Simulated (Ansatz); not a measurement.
One change: `C[SiH2]BCCl` becomes `C[SiH2]B[SiH3]`.

Ansatz, PBE0-D4/def2-TZVP geometries, multiplicity 1. Each molecule was computed in one conformer, which needn't be the lowest. `C[SiH2]BCCl` holds a close contact that its SMILES doesn't draw: Cl···B 2.17 Å.

```json
{"property": "HOMO energy (B3LYP/def2-TZVPP) / eV", "`C[SiH2]BCCl`": "-7.56"}
{"property": "HOMO energy (PBE0/def2-TZVPP) / eV", "`C[SiH2]BCCl`": "-7.74"}
{"property": "HOMO energy (PBE/def2-TZVPP) / eV", "`C[SiH2]BCCl`": "-6.50"}
{"property": "size of the dipole moment (PBE/def2-TZVPP) / D", "`C[SiH2]BCCl`": "2.16"}
{"property": "HOMO–LUMO gap (B3LYP/def2-TZVPP) / eV", "`C[SiH2]BCCl`": "6.44"}
{"property": "size of the dipole moment (B3LYP/def2-TZVPP) / D", "`C[SiH2]BCCl`": "2.10"}
```

(1) Give the same properties after the change, and the shifts. (Best estimate.)

Results:

(1) Ansatz gave: 
```csv
property,`C[SiH2]B[SiH3]`,shift
HOMO energy (B3LYP/def2-TZVPP) / eV,-7.57,-0.01
HOMO energy (PBE0/def2-TZVPP) / eV,-7.75,-0.01
HOMO energy (PBE/def2-TZVPP) / eV,-6.60,-0.10
size of the dipole moment (PBE/def2-TZVPP) / D,0.54,-1.62
HOMO–LUMO gap (B3LYP/def2-TZVPP) / eV,4.70,-1.74
size of the dipole moment (B3LYP/def2-TZVPP) / D,0.43,-1.67
```

Dipoles are sizes alone; their direction can turn.

B3LYP here is the variant with VWN-RPA as its local correlation; programs differ in this.
